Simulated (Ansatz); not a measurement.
`C=C(C)C(CC)CC`. The species carries charge 0 and has multiplicity 1.

```xyz
24

C     0.580    0.227    2.093
C     0.479   -0.279    0.868
C     1.166   -1.555    0.494
C    -0.334    0.413   -0.198
C    -1.502   -0.448   -0.686
C    -2.461   -0.867    0.414
C     0.526    0.860   -1.383
C     1.659    1.796   -1.005
H     0.081    1.151    2.364
H     1.163   -0.265    2.865
H     0.449   -2.313    0.165
H     1.864   -1.404   -0.336
H     1.726   -1.961    1.337
H    -0.758    1.316    0.261
H    -2.044    0.120   -1.449
H    -1.110   -1.335   -1.198
H    -3.295   -1.446    0.012
H    -2.876    0.007    0.924
H    -1.962   -1.475    1.171
H     0.925   -0.023   -1.895
H    -0.131    1.352   -2.109
H     2.220    2.116   -1.886
H     2.359    1.320   -0.314
H     1.277    2.693   -0.509
```

(1) Give the diagnostics of a CCSD(T)/def2-TZVPP run (frozen core, the Gaussian-basis code of Ansatz). (Best estimate.)

Results:

(1) Ansatz gave: T1 = 0.0093, largest single amplitude 0.009, largest double 0.044, (T) share of the correlation energy 4.0 %, 8 CCSD cycles. The RHF solution is stable towards an unrestricted one. T1 lies under the customary mark of 0.02 for closed shells.
